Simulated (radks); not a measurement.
Results of a calculation; reference values are marked as such.
The silicon ion Si+, configuration [Ne] 3s2 3p1.

Code: a radial shooting solver on a logarithmic mesh with Libxc functionals. Model: Dirac Kohn-Sham, PBE, spin-unpolarised, spherical densities, point nucleus; open shells fill j = l - 1/2 first.

Energy parts (eV):
| part | energy |
|---|---|
| total | -7879.160 |
| kinetic | 7902.716 |
| electron-nucleus | -18697.954 |
| Hartree | 3471.749 |
| exchange-correlation | -555.671 |

Orbitals (lengths in bohr, moments of r in powers of bohr; r(max) is where P^2 peaks):
orbital  occ.  eigenvalue (eV)   r(max)
1s1/2       2        -1795.469  0.07261
2s1/2       2        -148.9730   0.4544
2p1/2       2        -105.4788   0.3867
2p3/2       4        -104.8308   0.3883
3s1/2       2         -19.0258    1.749
3p1/2       1         -11.6761    2.022
3p3/2       0         -11.6350    2.027

The highest occupied level is 3p1/2 at -11.676 eV. The density falls to 0.001 e/bohr^3 at r = 3.93 bohr. Summed over all electrons, <r^2> = 19.82 bohr^2, which gives a Langevin (diamagnetic) susceptibility term of -15.7 x 10^-6 cm^3/mol. For comparison, the ionisation energy in NIST's Atomic Spectra Database is 16.346 eV (measured). In exact Kohn-Sham theory the highest level is minus the ionisation energy, but local and semilocal functionals leave it too shallow, through self-interaction and a potential that decays too fast; potentials with the right tail come closer.

Beside tabulated values, note that spin-unpolarised runs miss the spin-polarisation part of the exchange energy of open shells.
